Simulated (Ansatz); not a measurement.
Cost and result for the atomization energy of CH$_{9}$NOSi$_{2}$, SMILES `N[SiH2]OC[SiH3]` (14 atoms, 13 bonds).

```json
{"atom": "N1", "x (Å)": "1.0648", "y (Å)": "0.5960", "z (Å)": "2.7105"}
{"atom": "Si2", "x (Å)": "-0.1174", "y (Å)": "-0.1034", "z (Å)": "1.7103"}
{"atom": "O3", "x (Å)": "0.1940", "y (Å)": "0.1265", "z (Å)": "0.1037"}
{"atom": "C4", "x (Å)": "-0.6819", "y (Å)": "-0.3946", "z (Å)": "-0.8833"}
{"atom": "Si5", "x (Å)": "-0.0019", "y (Å)": "0.0454", "z (Å)": "-2.5885"}
{"atom": "H6", "x (Å)": "1.1026", "y (Å)": "1.5924", "z (Å)": "2.8480"}
{"atom": "H7", "x (Å)": "1.9746", "y (Å)": "0.1765", "z (Å)": "2.8080"}
{"atom": "H8", "x (Å)": "-0.1510", "y (Å)": "-1.5678", "z (Å)": "1.9688"}
{"atom": "H9", "x (Å)": "-1.4302", "y (Å)": "0.5222", "z (Å)": "2.0224"}
{"atom": "H10", "x (Å)": "-0.7765", "y (Å)": "-1.4866", "z (Å)": "-0.7935"}
{"atom": "H11", "x (Å)": "-1.6954", "y (Å)": "0.0173", "z (Å)": "-0.7715"}
{"atom": "H12", "x (Å)": "0.0849", "y (Å)": "1.5210", "z (Å)": "-2.7368"}
{"atom": "H13", "x (Å)": "-0.9152", "y (Å)": "-0.4978", "z (Å)": "-3.6318"}
{"atom": "H14", "x (Å)": "1.3486", "y (Å)": "-0.5473", "z (Å)": "-2.7662"}
```

The species carries charge 0 and has multiplicity 1. The structure was optimised at the PBE0-D4/def2-TZVP level. It is one conformer, not always the lowest. Program: Ansatz. All runs use 4 threads of an AMD EPYC 9R14 on a shared host. Times are those of one run each, without the atoms' runs, and a repeat can differ threefold. Electronic energies, without spin–orbit coupling; frozen cores. CCSD(T)/CBS adds CCSD(T) − MP2 in def2-TZVPP to the MP2 limit, and its time is that of the two runs behind it. T1 = 0.011. B3LYP takes the VWN-RPA correlation (the form of Gaussian; ORCA's B3LYP/G).

CCSD(T)/CBS is a level of theory with its own doubt, some kJ/mol a heavy atom from the limit and from the frozen cores, so smaller differences don't rank the functionals.

| level | functions | wall time | atomization (kJ/mol) | difference from CCSD(T)/CBS | per bond |
| --- | --- | --- | --- | --- | --- |
| PBE-D4/def2-TZVPP (with forces) | 303 | 2.3 s | 4825.9 | 7.2 | 0.6 |
| PBE0-D4/def2-TZVPP | 303 | 3.2 s | 4764.8 | -53.9 | -4.1 |
| r2SCAN-D4/def2-TZVPP (with forces) | 303 | 4.1 s | 4794.4 | -24.3 | -1.9 |
| B3LYP-D4/def2-TZVPP (with forces) | 303 | 4.7 s | 4814.2 | -4.5 | -0.4 |
| B2PLYP/def2-TZVPP | 303 | 5.5 s | 4754.3 | -64.4 | -5.0 |
| ωB97X-V/def2-TZVPP | 303 | 7 s | 4838.3 | 19.6 | 1.5 |
| ωB97M-V/def2-TZVPP (with forces) | 303 | 10 s | 4826.1 | 7.4 | 0.6 |
| MP2/def2-QZVPP | 581 | 23 s | 4794.5 | -24.2 | -1.9 |
| CCSD(T)/def2-TZVPP | 303 | 8.6 min | 4682.5 | -136.2 | -10.5 |
| CCSD(T)/CBS(def2) | – | 9 min | 4818.7 | 0.0 | 0.0 |

In def2-TZVPP, CCSD(T) changes the Hartree–Fock value by +1182.1 kJ/mol (the triples alone add +56.4 kJ/mol) and MP2 by +1212.2 kJ/mol; breaking electron pairs costs correlation energy, which Hartree–Fock lacks. From PBE to PBE0 (25 % exact exchange), in def2-TZVPP and without D4, the atomization energy moves by −56.9 kJ/mol: exact exchange takes away binding that semilocal exchange gives to molecules. The D4 term adds +44.5 kJ/mol with B3LYP and +23.6 kJ/mol with PBE0; it sums over pairs of atoms, weighted by their polarisabilities, and B3LYP, whose exchange is more repulsive, gets the larger term.
